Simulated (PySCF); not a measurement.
Species: C4H9OSi (doublet state).
Z-matrix (Å and degrees, GFN2-xTB geometry), rows numbered from 1:
```
C 
C   1  1.2914
Si  2  1.8437  1  154.74
O   3  1.6314  2  110.36  1  -127.94
C   3  1.9088  2  105.17  1   110.17
C   5  1.5259  3  113.57  2    59.09
H   1  1.0889  2  124.14  3     4.54
H   1  1.0849  2  122.40  3  -175.99
H   3  1.4632  2  117.50  1   -14.87
H   4  0.9532  3  121.32  2   -59.74
H   5  1.0914  3  109.36  2  -179.12
H   5  1.0904  3  109.72  2   -62.93
H   6  1.0895  5  111.05  3  -178.44
H   6  1.0891  5  110.76  3    61.68
H   6  1.0884  5  110.62  3   -58.34
```

The hyperfine couplings belong to this conformer and change with its torsions.

The species is `C=[C][Si@H](O)CC` [radical].

Method used: PySCF 2.14.0, UKS B3LYP, pcH-1 on C H O Si, non-relativistic, mean-field spin-orbit, GIAO. One conformer (not necessarily the lowest) at the GFN2-xTB geometry, without solvent, vibrations or thermal averaging. The geometry wasn't refined by DFT: couplings that depend on bond lengths, twists or pyramidal angles can differ widely from those at the functional's own minimum. Stability of the SCF solution: not tested.

**Question.** Break the g tensor into its mass correction, gauge correction and orbital-Zeeman/spin–orbit terms.

**Answer.** 
```tsv
Δg (ppm)	1	2	3
relativistic mass correction	-128	-128	-128
gauge correction	26	7	37
orbital Zeeman/spin–orbit	-554	-99	726
total	-657	-221	635
```

So g = 2.00166, 2.00210, 2.00295 and g_iso = 2.00224; the tensor is rhombic: the two nearest values differ by 34 % of g3 − g1. Axes: g1 points within 2° of the C1–C2 bond.

**Question.** At 9.499 GHz, how far is the centre of the isotropic spectrum from where a free electron (g = 2.002319) resonates?

**Answer.** B = hν/(g μB) with μB/h = 13.99624 MHz/mT gives 338.95 mT for the free electron and 338.96 mT at g_iso, 0.01 mT higher.

**Question.** What are the electron Larmor frequencies g μB B/h along the three axes at 330 mT?

**Answer.** 9.2452, 9.2472, 9.2512 GHz for g1, g2 and g3, a range of 6.0 MHz.

**Question.** How much does each term add to the isotropic shift?

**Answer.** The mass correction -128, the orbital-Zeeman/spin–orbit term 24 and the gauge correction 23 ppm, for a total of -81 ppm. The mass correction is the largest in size. The mass correction is the same along every axis, so the anisotropy comes from the other two: their spans along these axes are 30 (gauge) and 1280 ppm (orbital Zeeman/spin–orbit).

**Question.** In a frozen sample, at which fields do the three g values resonate at 9.5, 34, 94 and 263 GHz (hyperfine left aside), and which band first spreads them over more than twice a line width of 1.0 mT?

**Answer.** 
```json
{"band": "X", "GHz": "9.5", "B(g3) mT": "338.88", "B(g2) mT": "339.02", "B(g1) mT": "339.09", "spread mT": "0.22"}
{"band": "Q", "GHz": "34.0", "B(g3) mT": "1212.82", "B(g2) mT": "1213.34", "B(g1) mT": "1213.60", "spread mT": "0.78"}
{"band": "W", "GHz": "94.0", "B(g3) mT": "3353.09", "B(g2) mT": "3354.52", "B(g1) mT": "3355.25", "spread mT": "2.16"}
{"band": "J", "GHz": "263.0", "B(g3) mT": "9381.52", "B(g2) mT": "9385.53", "B(g1) mT": "9387.57", "spread mT": "6.05"}
```

The spread grows in proportion to the frequency. W band is the first where it exceeds 2.0 mT.

The largest Mulliken spin populations are on C2 (+0.97), C1 (-0.18), H7 (+0.09) and H8 (+0.07). C2 is the only atom above +0.15.

The HOMO–LUMO gaps are 5.54 eV among the α and 5.16 eV among the β orbitals.

On Arm Neoverse V2, one thread, shared host with 192 logical CPUs at a one-minute load of 32, this took 48 s wall (with the writing of density and orbital grids) and 0.90 GiB of memory at its peak.
